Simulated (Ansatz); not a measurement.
`[F][Ge][Br]` + HCl → `[F][Ge][Cl]` + HBr at 298.15 K and 1 bar (ligand exchange at a Ge–Br bond).

Computed with Ansatz on PBE0-D4/def2-TZVP structures; ΔE is electronic, products minus reactants. CCSD(T)/CBS adds triple-zeta CCSD(T) − MP2 to the extrapolated MP2 energy (def2 sets, frozen cores). This one scheme is used for every species. For Br, Ge outer-core shells are correlated without core-valence functions, which leaves a few kJ/mol of doubt a bond. Scalar relativity is left out up to krypton.

```tsv
species	CCSD(T)/CBS energy (Eh)	H − E (kJ/mol)	S (J/(mol·K))
`[F][Ge][Br]`	-4749.29775	19.8	300.9
HCl	-460.38127	26.6	186.8
`[F][Ge][Cl]`	-2635.75718	20.2	289.1
HBr	-2573.91920	24.6	198.6
```

H − E and S are ideal-gas, rigid-rotor, harmonic terms from PBE0-D4/def2-TZVP. 1 Eh = 2625.50 kJ/mol, R = 8.31446 J/(mol·K).

Question: By hand: ΔE, ΔH, ΔS and ΔG.

Answer: ΔE = (-2635.75718) + (-2573.91920) − (-4749.29775) − (-460.38127) = 0.00264 Eh = 6.9 kJ/mol. Δ(H − E) = 20.2 + 24.6 − 19.8 − 26.6 = -1.6, so ΔH = 5.3 kJ/mol. ΔS = 289.1 + 198.6 − 300.9 − 186.8 = 0.0 J/(mol·K). ΔG = 5.3 − 298.15 × (0.0)/1000 = 5.3 kJ/mol.

Question: By hand: the equilibrium constant, and the temperature at which ΔG would vanish if ΔH and ΔS stayed fixed.

Answer: log₁₀ K = −ΔG/(RT ln 10) = -0.9. With ΔH or ΔS at zero there is no such temperature.

The number of gas molecules stays the same, so ΔS is small and ΔH decides. The sign of ΔG lies within the doubt. A doubt of 5 kJ/mol in ΔE shifts log₁₀ K by 0.9 here. These are equilibria of isolated gas molecules and say nothing of rates. Largest T1 diagnostic: 0.014 (customary marks: 0.02 for closed shells, 0.045 for open ones).

ΔS is within the doubt of such terms, so its sign, and with it that verdict, could turn.
